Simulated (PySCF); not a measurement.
# Effect of structural changes

Computed, not measured: TDA CAM-B3LYP/def2-TZVP excited states, vertical, gas phase (PySCF). Geometry: PBE0-D3(BJ)/def2-SVP.

Each molecule in one low-energy conformer.

Task: How does the vertical S1–T1 gap change along this series?
- O=Cc1ccncc1 (H on C replaced by CHO)
- COc1ccncc1 (H on C replaced by OCH3)
- CSc1ccncc1 (H on C replaced by SCH3)

Result: 
| molecule | S1 (eV) | S1 from | f(S1) | T1 (eV) | T1 from | S1 − T1 (eV) | S0–T1 spin-orbit coupling (cm⁻¹) | S1–T1 spin-orbit coupling (cm⁻¹) |
| --- | --- | --- | --- | --- | --- | --- | --- | --- |
| O=Cc1ccncc1 | 3.80 | HOMO−2→LUMO / HOMO→LUMO | 0.000 | 3.23 | HOMO−2→LUMO / HOMO→LUMO | 0.56 | 55.30 | 0.12 |
| COc1ccncc1 | 5.40 | HOMO−1→LUMO | 0.001 | 4.25 | HOMO−2→LUMO / HOMO→LUMO | 1.15 | 0.01 | 4.93 |
| CSc1ccncc1 | 5.25 | HOMO−1→LUMO | 0.005 | 3.93 | HOMO→LUMO | 1.32 | 1.05 | 22.73 |

The vertical S1–T1 gap is lowest for O=Cc1ccncc1 and highest for CSc1ccncc1.
